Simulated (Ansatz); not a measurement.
Input for Ansatz (a quantum-chemistry and plane-wave program): R-PBE0/def2-TZVPP on H3NOSi (SMILES N[Si]O), a point of a torsion scan.

Ansatz 0.2 input:
```yaml
crystal:
  periodic: [false, false, false]
  atoms:
    - {symbol: N, position_ang: [-1.01854652, -0.04109407, 0.19750847]}
    - {symbol: Si, position_ang: [0.38364777, -0.94400110, 0.59381396]}
    - {symbol: O, position_ang: [1.53929630, -0.10614714, -0.22959724]}
    - {symbol: H, position_ang: [-1.94589730, -0.30633412, 0.48084228]}
    - {symbol: H, position_ang: [-1.01934904, 0.78479703, -0.38854607]}
    - {symbol: H, position_ang: [2.04458212, 0.62692280, 0.10407493]}
basis:
  gaussian:
    orbitals: def2-TZVPP
hamiltonian:
  xc: {name: PBE0}
scf: {lower_state_search: off}
```

The head of its log:

```
WARN ansatz: RAYON_NUM_THREADS=1 ignored (pool sized by the plan → 1); use --threads N
Functional definition: PBE0
these checks for a lower state are left out or cut short: stability, starts, cluster_reference, orbital_swaps, neighbouring_geometries, increment
integrals: 0.05 GiB planned
774 factors; their error is unknown
mean field: 0.48 GiB planned
mean field evaluation 1: about -11448.6788 eV, gradient 7.8e1 eV
mean field evaluation 2: about -11427.7370 eV, gradient 1.2e2 eV
```

**Question.** Give the final energy of this run.

**Answer.** -421.1185 hartree.
